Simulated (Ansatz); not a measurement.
Start from `B[SiH]1OP1` and change one atom or group to get `O1[SiH2]P1`.

Ansatz, PBE0-D4/def2-TZVP geometries, multiplicity 1. 

| property | `B[SiH]1OP1` |
| --- | --- |
| HOMO–LUMO gap (PBE/def2-TZVPP) / eV | 2.71 |
| HOMO energy (PBE/def2-TZVPP) / eV | -6.26 |
| LUMO energy (ωB97M-V/def2-TZVPP) / eV | -0.88 |
| LUMO energy (PBE0/def2-TZVPP) / eV | -2.74 |
| HOMO energy (B3LYP/def2-TZVPP) / eV | -6.94 |
| zero-point energy (PBE0-D4/def2-TZVP) / kJ/mol | 111.6 |

Q: Give the same properties after the change, and the shifts. (An estimate is asked.)

A: The calculation gave: 
```
                                      property  `O1[SiH2]P1`  shift
           HOMO–LUMO gap (PBE/def2-TZVPP) / eV          4.26   1.55
             HOMO energy (PBE/def2-TZVPP) / eV         -6.16   0.10
         LUMO energy (ωB97M-V/def2-TZVPP) / eV          0.79   1.67
            LUMO energy (PBE0/def2-TZVPP) / eV         -1.03   1.71
           HOMO energy (B3LYP/def2-TZVPP) / eV         -7.03  -0.09
zero-point energy (PBE0-D4/def2-TZVP) / kJ/mol          79.1  -32.5
```

With PBE0 the HOMO falls by 0.10 eV and the LUMO rises by 1.71 eV, so the gap widens by about 1.81 eV. PBE moves the HOMO by 0.10 eV and ωB97M-V by -0.27 eV. The zero-point energy changes by -32.5 kJ/mol with -6 modes.

B3LYP here is the variant with VWN-RPA as its local correlation; programs differ in this.
